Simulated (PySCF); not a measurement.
SMILES C=Cc1ccc(-c2cccs2)cc1, singlet, GFN2-xTB optimised geometry.

```
23

C     -3.14    -3.79     0.00
C     -1.82    -3.61     0.00
C     -1.12    -2.34     0.00
C     -1.77    -1.10     0.00
C     -1.05     0.08     0.00
C      0.35     0.07     0.00
C      1.09     1.32     0.00
C      2.45     1.51     0.00
C      2.82     2.87     0.00
C      1.75     3.71     0.00
S      0.26     2.85     0.00
C      1.00    -1.16     0.00
C      0.28    -2.34     0.00
H     -3.84    -2.97     0.00
H     -3.57    -4.78     0.00
H     -1.18    -4.48     0.00
H     -2.84    -1.06     0.00
H     -1.57     1.02     0.00
H      3.17     0.71     0.00
H      3.84     3.21     0.00
H      1.74     4.78     0.00
H      2.08    -1.21     0.00
H      0.81    -3.28     0.00
```

Density from PySCF with PBE0/def2-SVP at that geometry.

Minimum of the electron density along straight lines between bonded atoms, close to the bond critical point (lines longer than 1.1 times the sum of covalent radii, or with two minima, are not listed):

```csv
bond,length / Å,ρ at the minimum / e bohr⁻³,∇²ρ there / e bohr⁻⁵,position (fraction from the first atom)
C1–C2,1.328,0.341,-0.91,0.50
C2–C3,1.455,0.276,-0.68,0.50
C3–C4,1.397,0.305,-0.77,0.50
C4–C5,1.376,0.316,-0.81,0.50
C5–C6,1.398,0.305,-0.77,0.50
C6–C7,1.446,0.279,-0.68,0.49
C7–C8,1.370,0.317,-0.79,0.51
C8–C9,1.408,0.298,-0.74,0.50
C9–C10,1.358,0.323,-0.82,0.49
C7–S11,1.744,0.207,-0.42,0.46
C10–S11,1.716,0.218,-0.48,0.47
C6–C12,1.398,0.304,-0.76,0.50
C3–C13,1.397,0.306,-0.77,0.50
C12–C13,1.377,0.316,-0.81,0.50
C1–H14,1.076,0.283,-1.08,0.63
C1–H15,1.077,0.283,-1.08,0.63
C2–H16,1.084,0.282,-1.06,0.63
C4–H17,1.079,0.284,-1.08,0.63
C5–H18,1.081,0.283,-1.07,0.63
C8–H19,1.075,0.284,-1.09,0.63
C9–H20,1.076,0.284,-1.09,0.63
C10–H21,1.072,0.286,-1.12,0.64
C12–H22,1.079,0.284,-1.08,0.63
C13–H23,1.081,0.283,-1.07,0.63
```
